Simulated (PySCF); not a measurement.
C6H9O (doublet state).
Geometry (GFN2-xTB, Å), atoms numbered from 1 in this order:
```
atom  x, y, z in Å
C1     2.7551    1.0787   -0.4160
C2     1.7992    0.3114   -0.8301
C3     0.7794   -0.3582    0.0294
C4     0.2335   -1.7079   -0.3631
C5    -0.6403   -0.5027   -0.4735
O6    -1.6936   -0.3800    0.4237
C7    -2.0870    0.9562    0.6381
H8     3.1286    1.4689    0.5016
H9     1.6812    0.1000   -1.8883
H10    0.8955   -0.1755    1.0902
H11    0.0178   -2.4062    0.4297
H12    0.5853   -2.1638   -1.2760
H13   -0.8608   -0.1113   -1.4670
H14   -1.2676    1.5509    1.0574
H15   -2.9153    0.9245    1.3427
H16   -2.4187    1.4238   -0.2968
```

The hyperfine couplings belong to this conformer and change with its torsions.

Identity: `[H]/[C]=C\[C@@H]1C[C@H]1OC` [radical].

Level of theory: UKS B3LYP, pcH-1 on C H O, non-relativistic, mean-field spin-orbit, GIAO (PySCF). Isolated species at its GFN2-xTB geometry (one conformer only). Couplings are sensitive to structure, and on GFN2-xTB geometries they can be far from those on DFT ones. The SCF solution wasn't tested for stability.

**Question.** Predict the first-order ENDOR lines of H9, H8, H10 and H12 under fast tumbling at B = 333.0 mT (X band).

**Answer.** For S = 1/2 in fast tumbling each set of equivalent nuclei gives two lines, ν± = |νn ± a/2| to first order, with νn = g_N μN B/h and μN/h = 7.62259 MHz/T.

```
nuclei  isotope     g_N  νn (MHz)  a_iso (MHz)  lower line (MHz)  upper line (MHz)
    H9       1H  5.5857     14.18       111.28             41.46             69.82
    H8       1H  5.5857     14.18        37.58              4.61             32.97
   H10       1H  5.5857     14.18        -5.04             11.66             16.70
   H12       1H  5.5857     14.18         1.91             13.22             15.13
```

**Question.** Which pairs are centred on the nuclear Larmor frequency, and which on half the coupling?

**Answer.** Centred on νn, since |a| < 2νn: H10 and H12. Centred on |a|/2 and split by 2νn: H9 and H8.

The Mulliken spin populations are largest on C1 (+1.05), C2 (-0.16) and C3 (+0.07). C1 is the only atom above +0.15. The positive populations add up to 1.17 and the negative ones to -0.17, together 2S = 1.
